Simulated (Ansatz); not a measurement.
C₃H₁₄Si₃, SMILES C[C@H](C[SiH3])[SiH2][SiH3].

Geometry optimised at PBE0-D3(BJ)/def2-SVP. The structure was generated by enumeration; whether it is a known compound was not checked. Other conformers were not sampled.

Two levels are set side by side: PBE/def2-SVPD (Ansatz, a quantum-chemistry and plane-wave program) and PBE0/def2-SVPD (Ansatz). Energy differences of separate SCF runs at the same geometry; the states with an electron removed or added have multiplicity 2 and 2. Differences are taken from unrounded values.

```tsv
quantity	PBE0	PBE	PBE minus PBE0
vertical ionisation energy (eV)	9.63	9.29	-0.34
vertical singlet–triplet gap (eV)	6.15	5.85	-0.30
```
